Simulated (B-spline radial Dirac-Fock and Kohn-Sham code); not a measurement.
## Al⁺ 2s: cross section and angular parameters

System: the Al⁺ ion in the configuration [Ne] 3s2; threshold 127.2 eV (orbital energy of the model). Level of theory: Dirac-Hartree-Slater photoionisation with a Latter tail; cross sections with all multipoles, angular parameters from the dipole term and its interference with E2; an atomic code on a B-spline grid.

For linearly polarised light dσ/dΩ = σ/(4π) [1 + β P₂(cos θ) + (δ + γ cos²θ) sin θ cos φ], with θ from the polarisation vector and φ the angle between the beam and the projection of the electron momentum on the plane normal to the polarisation.

```csv
hν (eV),σ (kb),β,γ
150,501,2.000,0.290
194,404,2.000,0.108
245,306,2.000,0.006
257,286,2.000,-0.007
258,285,2.000,-0.007
400,145,2.000,-0.031
427,130,2.000,-0.023
800,39.7,2.000,0.147
1010,24.4,2.000,0.245
1090,20.7,2.000,0.281
1110,19.8,2.000,0.289
1380,12.2,2.000,0.402
1486.9,?,?,?
2130,4.36,2.000,0.666
2930,1.96,2.000,0.897
2984.4,1.87,2.000,0.911
3650,1.11,2.000,1.073
4000,0.869,2.000,1.152
4200,0.763,2.000,1.195
4770,0.541,2.000,1.311
4960,0.487,2.000,1.348
5750,0.325,2.000,1.493
8047.8,0.126,2.000,1.859
9380,0.0813,2.000,2.046
10800,0.0539,2.000,2.229
```

Q: Give the values at Al Kα (taken as 1486.9 eV).

A: σ = 10.3 kb, β = 2.000, γ = 0.443. For an s subshell δ is negligible.

Values without a named source are computed, but for edge energies of neutral atoms, which are taken from tables.
